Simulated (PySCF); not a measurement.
**Correlation energy of Cr³⁺ (chromium, charge +3)**

[Ar] 3d3, high-spin 4F determinant. All numbers are calculated (PySCF 2.14, the non-relativistic Hamiltonian (point nucleus), in aug-cc-pwCVTZ (10s9p7d4f3g, 127 functions)). Frozen: [Ne]; 11 electrons correlated.

MP2 pair energies summed by pair of shells (mhartree):

```csv
pair,energy,share (%)
3p-3d,-134.73,36.7
3p-3p,-131.88,35.9
3s-3p,-48.60,13.2
3s-3d,-25.15,6.8
3d-3d,-19.22,5.2
3s-3s,-7.78,2.1
```

Total MP2 correlation energy: -367.36 mhartree.

Same-spin part -103.57 and opposite-spin part -263.78 mhartree; SCS-MP2 scales them by 1/3 and 6/5 to -351.06 mhartree.
